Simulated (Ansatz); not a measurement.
System: CClF₂, charge 0, doublet. CClF2 (SMILES F[C](F)Cl, doublet).
B3LYP-D3(BJ)/def2-TZVP minimum from Ansatz (a program for electronic structure):
```
C
F 1 1.3231
F 1 1.3231 2 110.37
Cl 1 1.7352 2 114.07 3 -129.96
```
Charge 0, spin multiplicity 2.

Hartree-Fock and CCSD(T) correlation energies in hartree (Ansatz). Radicals and triplets start from unrestricted determinants; spin-orbit coupling is neglected. Correlated methods leave the cores frozen. No relativity.

```tsv
basis	X	E(HF)	E(corr, CCSD(T))
cc-pV(T+d)Z	3	-696.29746	-0.86897
cc-pV(Q+d)Z	4	-696.32047	-0.94396
cc-pV(5+d)Z	5	-696.32635	withheld
```

Q: Fit E(corr) = E∞ + A/X³ to X = 3 and 4, predict X = 5, and compare with the run.

A: A = (-0.86897 - (-0.94396))/(1/27 - 1/64) = 3.5022; E∞ = -0.94396 - A/64 = -0.99868; at X = 5, E∞ + A/125 = -0.97066. The run gave -0.97109, 0.43 mEh below the prediction. The same form on X = 4 and 5 gives E∞ = -0.99955, 0.87 mEh below the first estimate.
